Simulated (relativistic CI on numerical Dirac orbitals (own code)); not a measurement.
Computed by Dirac-Coulomb-Breit CI, separate exchange-only KLI orbitals for each configuration, QED by a radiative potential, valence Slater integrals scaled by 0.85, P86 correlation energy added to each configuration (own radial code, finite nucleus).

Configuration list (outside the closed core 1s2): 2s2 2p2, 2s 2p3, 2s2 2p 3s, 2s2 2p 3p, 2s2 2p 3d, 2s2 2p 4s, 2p4, 2s2 2p 4p, 2s2 2p 4d, 2s2 2p 5s, 2s2 2p 4f, 2s2 2p 5p, 2s2 2p 5d, 2s2 2p 5f, 2s2 2p 5g, 2s2 3s2, 2s2 3s 3p, 2s2 3s 3d. Levels of other configurations are missing.

Correlation outside the listed configurations is missing or only estimated: errors of thousands of cm⁻¹ between configurations and terms are usual at this charge. Rates and lifetimes follow the computed energies and can be off by large factors. The fine structure of a lone outer electron comes out too small, for d and f at times inverted, and misplaced configurations move strength between like terms. 36 of the 36 excited levels that our extract of the measured tables holds in this range could be paired (the sources list more); they are missed by 3143 cm⁻¹ on average and 4195 at most, and levels without a partner can miss by more.

Outline of the computed level scheme of C I. Lowest level of each configuration: 2s2 2p2 3P_0 at 0.0000 eV; 2s 2p3 5S°_2 at 3.9790 eV; 2s2 2p 3s 3P°_0 at 7.9422 eV; 2s2 2p 3p 1P_1 at 9.0138 eV; 2s2 2p 3d 1D°_2 at 10.0371 eV; 2s2 2p 4s 3P°_0 at 10.1471 eV; 2s2 2p 4p 1P_1 at 10.5046 eV.

Some strong electric-dipole decays among the lowest 45 levels: 2s 2p3 3P°_0 → 2s2 2p2 3P_1 (5.5e+08 s⁻¹); 2s 2p3 3P°_2 → 2s2 2p2 3P_2 (4.1e+08 s⁻¹); 2s2 2p 3s 1P°_1 → 2s2 2p2 1D_2 (3.8e+08 s⁻¹); 2s2 2p 3s 3P°_0 → 2s2 2p2 3P_1 (3.2e+08 s⁻¹); 2s 2p3 3D°_3 → 2s2 2p2 3P_2 (3.0e+08 s⁻¹); 2s2 2p 3d 3P°_0 → 2s2 2p2 3P_1 (2.8e+08 s⁻¹); 2s2 2p 3d 3D°_3 → 2s2 2p2 3P_2 (2.8e+08 s⁻¹); 2s2 2p 3d 3D°_2 → 2s2 2p2 3P_1 (2.5e+08 s⁻¹).

Rates of lines that live on the mixing of spin multiplicities can be off by large factors.
